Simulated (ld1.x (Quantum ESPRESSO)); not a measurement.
Varying the RRKJ potential for Cr

Base potential:

```
Element                 : Cr (Z = 24)
Generator               : ld1.x (Quantum ESPRESSO) 7.5
Type                    : norm-conserving RRKJ (Kleinman–Bylander form)
Functional              : BP86
Relativity              : scalar-relativistic
Frozen core             : [Ne] 3s2
Valence charge          : 12
Reference configuration : 3p6 3d4 4s0 4p0 (charge +2)
Partial waves           : 4s (bound, empty): rc 2.10 bohr; 3d (bound): rc 1.40 bohr; 3p (bound): rc 1.15 bohr
Local potential         : the p channel
Core correction         : a·sin(br)/r model core, default radius (core density twice the valence density)
```

Cutoffs, loose and tight: the cutoffs (Ry, on a coarse ladder) from which the occupation-weighted sum of valence levels, in a spherical-Bessel basis at the reference potential, stays within 10 and 1 mRy of its value at 400 Ry. They do not see the model core or the augmentation charge, which bear on the density cutoff. Test errors are all-electron minus pseudo excitation energies from the reference, over the configurations 3p6 3d5 4s1 4p0; 3p6 3d5 4s0 4p0; 3p6 3d3 4s0 4p0; 3p6 3d6 4s0 4p0; 3p5 3d5 4s1 4p0; 3p6 3d4 4s1 4p0; 3p6 3d5.5 4s0.5 4p0. A dash means not determined; rows that change the core or the reference have their own tests.

A true bound ghost makes a file unfit for plane-wave use even where its test errors are small: the radial tests pick states by their node count and pass the ghost by.

The default core radius of the base comes out at 0.46 bohr.

```tsv
change	outcome	cutoff, loose	cutoff, tight	bound ghosts	largest test error (meV)
base	generated	90 Ry	120 Ry	s	-107
core correction none	generated	90 Ry	120 Ry	s	-91
core correction a·sin(br)/r model core inside 0.46 bohr	generated	90 Ry	120 Ry	s	-107
core correction a·sin(br)/r model core inside 0.60 bohr	generated	90 Ry	120 Ry	s	-105
core correction a·sin(br)/r model core inside 0.76 bohr	generated	90 Ry	120 Ry	s	-103
core correction a·sin(br)/r model core inside 0.86 bohr	generated	90 Ry	120 Ry	s	-103
core correction a·sin(br)/r model core inside 1.02 bohr	generated	90 Ry	120 Ry	s	-102
core correction a·sin(br)/r model core inside 1.10 bohr	generated	90 Ry	120 Ry	s	-101
core correction a·sin(br)/r model core inside 1.26 bohr	generated	90 Ry	120 Ry	s	-100
core correction a·sin(br)/r model core inside 1.36 bohr	generated	90 Ry	120 Ry	s	-99
```
